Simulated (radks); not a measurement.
The nuclear charge of the strontium ion Sr2+ is varied continuously with 36 electrons held in [Kr]. All-electron calculation, Dirac Kohn-Sham, BLYP, spin-unpolarised, spherical densities, point nucleus. Program: a radial shooting solver on a logarithmic mesh with Libxc functionals. By the Hellmann-Feynman theorem dE/dZ = E(electron-nucleus)/Z, the electronic potential at the nucleus.

Z      E (hartree)  E(electron-nucleus)/Z (hartree)   HOMO  e(HOMO) (eV)  <r> HOMO (bohr)
37.5   -3079.82955                         -197.893  4p3/2       -28.271            1.640
37.75  -3129.52342                         -199.658  4p3/2       -32.034            1.600
38     -3179.65846                         -201.423  4p3/2       -35.937            1.562
38.25  -3230.23483                         -203.188  4p3/2       -39.977            1.526
38.5   -3281.25271                         -204.955  4p3/2       -44.154            1.493

The central difference of E at Z = 38 is -201.423 hartree, to compare with the third column; the second derivative is -7.06 hartree.
